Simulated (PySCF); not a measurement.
C3H8OSeSi.
Cartesian coordinates in Å at the PBE0-D3(BJ)/def2-SVP level; atoms count from 1:
```xyz
14
C3H8OSeSi angstrom
Si    -1.7102    1.4962    0.4153
O     -0.4849    0.3579    0.5260
C      0.8414    0.6545    0.3149
C      1.7903   -0.4976    0.6229
C      2.9443    0.2824    1.2541
Se     1.7887    1.8323    1.6533
H     -1.7548    2.0748   -0.9632
H     -1.4640    2.5986    1.3933
H     -2.9730    0.7773    0.7234
H      1.0019    1.0988   -0.6845
H      1.2940   -1.1279    1.3753
H      2.0500   -1.1293   -0.2434
H      3.4054   -0.1708    2.1414
H      3.7287    0.5696    0.5400
```

All values: B3LYP/def2-SVPD (PySCF, non-relativistic), on one gas-phase PBE0-D3(BJ)/def2-SVP geometry that isn't relaxed in the solvent. The solvent is an IEF-PCM continuum (cavity from Bondi-type radii × 1.2), and excitations are vertical TDDFT with non-equilibrium linear response and a frozen core. Specific hydrogen bonds and non-electrostatic terms are outside this model. Spin–orbit coupling is left out although an atom past zinc is present.

```
run  E − E(gas) (kcal/mol)  HOMO (eV)  HOMO–LUMO gap (eV)  dipole (D)  lowest singlet (eV)  static polarisability (au)
gas                   0.00      -6.00                5.00        1.41                 3.77                        95.0
  P                  -3.40      -6.12                5.16        2.18                 3.90                       133.0
  Q                  -2.40      -6.07                5.11        1.93                 3.85                       120.2
```

The runs were made in acetonitrile and chloroform. Which run belongs to which solvent?

P = acetonitrile, Q = chloroform. The dielectric constants are 4.711 (chloroform), 35.69 (acetonitrile), and the energy falls further as ε rises. The optical constants n² used for the excitations are 2.09, 1.81 in the same order. In this model the ground state sees the solvent through ε alone.

How constant is the ratio of the lowering to (ε − 1)/(2ε + 1)?

```csv
solvent,(ε − 1)/(2ε + 1),E − E(gas) (kcal/mol),ratio (kcal/mol),polarisation term (kcal/mol)
chloroform,0.356,-2.40,-6.7,-2.72
acetonitrile,0.479,-3.40,-7.1,-4.10
```

The ratio changes by +5.4 % in size from chloroform to acetonitrile. The polarisation term is half the interaction of the solute with the induced surface charges.
